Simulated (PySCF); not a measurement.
C₈H₁₀.
Bonds: C1–C2 (double), C2–C3, C3–C4, C4–C5, C5–C6 (double), C6–C7, C7–C8 (double), C4–C8. Hydrogens: H9, H10 on C1; H11 on C2; H12, H13 on C3; H14 on C4; H15 on C5; H16 on C6; H17 on C7; H18 on C8.

Method used: TDDFT B3LYP/def2-SVPD, vertical, gas phase, core orbitals frozen in the response (PySCF 2.14.0, density-fitted response routines). The structure is a single GFN2-xTB conformer in the gas phase; no vibrational or solvent corrections. Torsions of this conformer, `[CH2:1]=[CH:2][CH2:3][CH:4]1[CH:5]=[CH:6][CH:7]=[CH:8]1`: C1–C2–C3–C4 -120°, C2–C3–C4–C5 69°.

```csv
state,E (eV),ν̃ (cm⁻¹),f,"main configurations (H = HOMO, L = LUMO)"
S1,4.86,39220,0.050,H→L (97%)
S2,5.50,44400,0.0032,H→L+1 (98%)
S3,5.67,45740,0.029,H-1→L (98%)
S4,6.10,49200,0.011,"H→L+2 (84%), H→L+4 (10%)"
S5,6.46,52130,0.014,H→L+3 (84%)
S6,6.55,52810,0.0077,"H→L+5 (42%), H-2→L (35%), H→L+6 (10%)"
S7,6.60,53220,0.016,H→L+4 (82%)
S8,6.79,54790,0.020,"H→L+5 (43%), H→L+6 (36%), H-2→L (14%)"
```

Triplets, Tamm–Dancoff:

```tsv
state	E (eV)	λ (nm)	main configurations (H = HOMO, L = LUMO)
T1	3.06	404.7	H→L (95%)
T2	4.52	274.3	H-1→L+1 (79%), H-1→L (14%)
T3	5.06	244.9	H-2→L (43%), H→L+6 (25%), H-1→L (10%)
```

The lowest singlet lies at 4.86 eV (255 nm, ultraviolet) and is of moderate strength; its leading configuration is HOMO→LUMO (97%). The lowest level is also the most intense of those listed (f = 0.050). Löwdin shares by element: HOMO carbon 85% or more; LUMO carbon 70% or more (atoms not listed hold the other 30%). Orbital energies (eV): HOMO-3 -9.21, HOMO-2 -8.47, HOMO-1 -7.29, HOMO -6.15, LUMO -0.87, LUMO+1 0.07, LUMO+2 0.80. The oscillator strengths of these states sum to 0.150; summed over the whole spectrum of an exact calculation they would give the number of electrons, 58 (Thomas–Reiche–Kuhn). The listed states span 1.93 eV, and the widest gap between neighbours is 0.64 eV (S1 to S2). Only the lowest 8 singlets were computed, as vertical energies without vibronic structure.

Time: 35 s of wall time. Hardware: one thread, x86-64 server (shared host).
